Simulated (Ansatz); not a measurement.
Ideal-gas functions of `F[Si]O[SiH3]` at 600 K and 1 bar, from an Ansatz frequency run at PBE0-D4/def2-TZVP.

Molar mass 94.19 g/mol, point group Cs (symmetry number 1), electronic degeneracy 1, moments of inertia 42.815, 198.909, 235.779 u Å². Harmonic wavenumbers (cm⁻¹, unscaled): 23, 69, 126, 365, 603, 725, 729, 821, 952, 957, 968, 1077, 2241, 2246, 2252.

Use S(trans) = R[1.5 ln M + 2.5 ln T − 1.1517]; rotational temperatures θ = 24.2544 K / I; S(rot) = R[ln(√π/σ · √(T³/θAθBθC)) + 1.5]; for each mode x = 1.438777 ν̃/T, S = R[x/(eˣ − 1) − ln(1 − e⁻ˣ)] and H = RT x/(eˣ − 1); 1 cm⁻¹ = 0.0119627 kJ/mol; R = 8.31446 J/(mol·K).

Problem. By hand: the entropy, in J/(mol·K).

Solution. Translation 180.1. Rotation: θ = 0.5665, 0.1219, 0.1029 K, giving 117.6. Vibration, mode by mode: 32.41, 23.28, 18.30, 9.68, 5.94, 4.69, 4.65, 3.91, 3.05, 3.02, 2.96, 2.41, 0.25, 0.24, 0.24, in all 115.0. Electronic 0.0. Sum 412.7 J/(mol·K).

Problem. By hand: H − E and G − E in kJ/mol, counted from the electronic energy.

Solution. Zero-point energy ½ × 14154 × 0.0119627 = 84.7; thermal vibration 29.6; translation, rotation and pV give 4 RT = 20.0. H − E = 134.3 kJ/mol, and G − E = 134.3 − 600 × 412.7/1000 = -113.3 kJ/mol.

Vibration gives 28 % of the entropy, 74.0 J/(mol·K) of it from the modes under 150 cm⁻¹: soft modes count most, and the harmonic formula is weakest for them. The sum counts one conformer and one mirror image; others add a mixing term.
